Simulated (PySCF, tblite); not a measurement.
Isomers of C8H11NSi. Method: GFN2-xTB as coded in tblite; computed harmonic values from a numerical Hessian at the method's own geometry, unscaled. This tight-binding method is rough: wavenumbers can miss measured ones by several per cent, in bad cases by 10 to 20. Modes of hydrogen on silicon can be 10 to 20 % off. One conformer each.

Electronic energies: PBE0/pcSseg-1 single points on the GFN2-xTB geometries (PySCF, gas phase).

```json
{"SMILES": "C/N=C/C1=C[C@@]2([SiH3])C=C[C@@H]12", "electronic energy, lowest = 0 (kcal/mol)": "29.5"}
{"SMILES": "C#CCC[Si@H]1C[C@H](C#N)C1", "electronic energy, lowest = 0 (kcal/mol)": "4.5"}
{"SMILES": "N#CC(/C=C\\C1CC1)=C\\[SiH3]", "electronic energy, lowest = 0 (kcal/mol)": "0.0"}
```

How do GFN2-xTB zero-point energies change the relative energies?

| SMILES | ZPE (kcal/mol) | of it from modes above 1550 cm⁻¹ | electronic (kcal/mol) | with ZPE, lowest = 0 (kcal/mol) | lowest mode (cm⁻¹) | rings |
| --- | --- | --- | --- | --- | --- | --- |
| N#CC(/C=C\C1CC1)=C\[SiH3] | 99.2 | 52.9 | 0.0 | 0.0 | 16 | 1 |
| C#CCC[Si@H]1C[C@H](C#N)C1 | 102.0 | 53.2 | 4.5 | 7.3 | 21 | 1 |
| C/N=C/C1=C[C@@]2([SiH3])C=C[C@@H]12 | 98.7 | 51.2 | 29.5 | 29.0 | 53 | 2 |

The zero-point energies span 3.3 kcal/mol, from `C/N=C/C1=C[C@@]2([SiH3])C=C[C@@H]12` to `C#CCC[Si@H]1C[C@H](C#N)C1`. The order is unchanged.

And how do the electronic energies of GFN2-xTB itself compare?

`N#CC(/C=C\C1CC1)=C\[SiH3]` 0.0; `C#CCC[Si@H]1C[C@H](C#N)C1` 17.5; `C/N=C/C1=C[C@@]2([SiH3])C=C[C@@H]12` 8.6 kcal/mol, lowest = 0. Against the energies above, taken from the same isomer `N#CC(/C=C\C1CC1)=C\[SiH3]`, the largest difference is 20.9 kcal/mol.
